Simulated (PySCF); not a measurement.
imidazole cation (C3H4N2), SMILES c1c[nH]cn1 (connectivity only; charge and spin as stated), charge +1, multiplicity 2. Atoms are numbered in the order given.

```xyz
9

C     -0.5885     1.0231     0.0000
C     -1.1089    -0.3406     0.0000
N     -0.0266    -1.1149     0.0000
C      1.0794    -0.2844     0.0000
N      0.7306     0.9997     0.0000
H     -1.1779     1.9439     0.0000
H     -2.1327    -0.7214     0.0000
H     -0.0123    -2.1357     0.0000
H      2.1029    -0.6693     0.0000
```
Charge +1, spin multiplicity 2.

Geometry: PBE0-D3(BJ)/def2-SVP. The multiplicity is an assumed one; other spin states were not compared.

All values below come from PBE0/pcH-1 (PySCF).

Unrestricted Kohn–Sham, ⟨S²⟩ = 0.769. Hyperfine tensors hold the contact and dipolar terms, without spin-orbit corrections.

**Question.** Estimate the hyperfine couplings. (The exact figures need the calculation; the answer reports its results.)

**Answer.** 
| nucleus | A(iso) (MHz) | A(iso) (G) | dipolar principal values (MHz) |
|---|---|---|---|
| 13C no. 1 | 21.1 | 7.5 | -30.0, -27.2, 57.2 |
| 13C no. 2 | 34.7 | 12.4 | -41.1, -38.8, 79.9 |
| 14N no. 3 | -10.1 | -3.6 | -5.0, 2.1, 2.8 |
| 13C no. 4 | 53.7 | 19.2 | -41.2, -38.4, 79.6 |
| 14N no. 5 | -5.6 | -2.0 | -7.1, 3.3, 3.8 |
| 1H no. 6 | -30.7 | -11.0 | -14.5, -3.3, 17.9 |
| 1H no. 7 | -39.8 | -14.2 | -19.1, -3.2, 22.3 |
| 1H no. 8 | 2.1 | 0.7 | -3.5, 1.0, 2.6 |
| 1H no. 9 | -40.7 | -14.5 | -18.6, -2.8, 21.4 |

**Question.** And the g tensor (effective nuclear charges for spin-orbit coupling, GIAO)? (The exact figures need the calculation; the answer reports its results.)

**Answer.** principal values 2.0019, 2.0024, 2.0028; isotropic 2.0024.
